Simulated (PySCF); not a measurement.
W(NH)(S)(NH2)2 (H5N3SW), SMILES [NH]=[W]([NH2])([NH2])=[S], multiplicity 1. Geometry: PBE0-D3(BJ)/def2-SVP. The multiplicity is an assumed one; no other spin state was optimised. The structure was generated by enumeration; whether it is a known compound was not checked. The def2 effective core potentials stand for the cores of W; spin–orbit coupling is left out. The values are those of a single conformer.

Q: Give the equilibrium geometry at PBE0-D3(BJ)/def2-SVP (PySCF confirms it by a frequency run) as bond lengths and angles, and its point group. (The exact figures need the calculation; the answer reports its results.)

A: Several could match; the one computed here: point group Cs.
Atoms: W1 N2 H3 S4 N5 H6 H7 N8 H9 H10. Bond lengths (Å): W1–N2 1.747, W1–S4 2.155, W1–N5 1.944, W1–N8 1.944, N2–H3 1.017, N5–H6 1.016, N5–H7 1.015, N8–H9 1.015, N8–H10 1.016. Bond angles (°): N2–W1–S4 115.0, N2–W1–N5 105.6, N2–W1–N8 105.6, S4–W1–N5 109.4, S4–W1–N8 109.4, N5–W1–N8 111.9, W1–N2–H3 152.1, W1–N5–H6 123.6, W1–N5–H7 124.8, H6–N5–H7 111.4, W1–N8–H9 124.8, W1–N8–H10 123.6, H9–N8–H10 111.4.
Charge 0, spin multiplicity 1.
